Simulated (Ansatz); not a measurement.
Relaxation of CH₂FSSi (6 atoms, charge -1, multiplicity 1), to a largest force component of 0.02 eV/Å in at most 40 steps.

The calculation used RHF/def2-SVP (Ansatz 0.2.0).

```xyz
6
Properties=species:S:1:pos:R:3
F -0.351 -1.824 1.102
Si 0.057 -1.283 -0.463
C 0.331 0.544 -0.067
S -1.335 0.482 -0.836
H 1.013 1.135 -0.684
H 0.285 0.946 0.949
```

**Question.** Where does it end, and by what steps?

**Answer.** It converged. Limits of this set-up: an anion without diffuse functions, the dipole of an ion depends on the origin. After 6 steps the energy has fallen by 0.043 eV; S4 moved furthest, 0.06 Å.

| step | energy less start (eV) | largest force component (eV/Å) | accepted |
| --- | --- | --- | --- |
| 0 | 0.0000 | 0.823 | yes |
| 1 | -0.0260 | 0.422 | yes |
| 2 | -0.0354 | 0.424 | yes |
| 3 | -0.0395 | 0.205 | yes |
| 4 | -0.0415 | 0.080 | yes |
| 5 | -0.0424 | 0.046 | yes |
| 6 | -0.0425 | 0.011 | yes |

```xyz
6
Properties=species:S:1:pos:R:3
F -0.393 -1.804 1.085
Si 0.069 -1.280 -0.445
C 0.338 0.574 -0.083
S -1.351 0.430 -0.824
H 1.021 1.171 -0.687
H 0.316 0.910 0.953
```

Whether the end is a true minimum wasn't checked by a vibrational analysis.

Time of the run: 43 s on 1 CPU thread of a shared host.
